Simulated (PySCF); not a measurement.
C₄HCl₂F, SMILES C#CC(F)=C(Cl)Cl. Atoms are numbered in the order given.

```xyz
8

C     -0.1574     3.1261     0.0000
C      0.2185     1.9732     0.0000
C      0.6859     0.6364     0.0000
F      2.0047     0.4737     0.0000
C     -0.1102    -0.4559     0.0000
Cl    -1.8143    -0.3299     0.0000
Cl     0.5574    -2.0283     0.0000
H     -0.4960     4.1464     0.0000
```

Coordinates come from a PBE0-D3(BJ)/def2-SVP optimisation. The structure was generated by enumeration, and PubChem lists no compound with its InChIKey, so it may never have been made.

All values below come from PBE0/pcSseg-1 in PySCF.

GIAO shieldings, no solvent; atoms listed in one row are averaged. δ = σ(ref) − σ: ¹³C against TMS (σ = 186.3 ppm); ¹⁹F against CFCl3 (σ = 167.2 ppm); ³⁵Cl against HCl (σ = 945.9 ppm); ¹H against TMS (σ = 31.56 ppm), references at their B3LYP-D3(BJ)/def2-TZVP geometries, non-relativistic (without spin–orbit terms, shifts of atoms bonded to Cl or Br come out too high).

Task: Estimate the chemical shifts. (The exact figures need the calculation; the answer reports its results.)

Result: 
```json
[
 {"nucleus": "¹³C", "atoms": "C3", "count": "1", "δ (ppm)": "149.3"},
 {"nucleus": "¹³C", "atoms": "C5", "count": "1", "δ (ppm)": "141.3"},
 {"nucleus": "¹³C", "atoms": "C1", "count": "1", "δ (ppm)": "103.7"},
 {"nucleus": "¹³C", "atoms": "C2", "count": "1", "δ (ppm)": "76.0"},
 {"nucleus": "¹⁹F", "atoms": "F4", "count": "1", "δ (ppm)": "-115.7"},
 {"nucleus": "³⁵Cl", "atoms": "Cl7", "count": "1", "δ (ppm)": "298.5"},
 {"nucleus": "³⁵Cl", "atoms": "Cl6", "count": "1", "δ (ppm)": "278.6"},
 {"nucleus": "¹H", "atoms": "H8", "count": "1", "δ (ppm)": "4.23"}
]
```
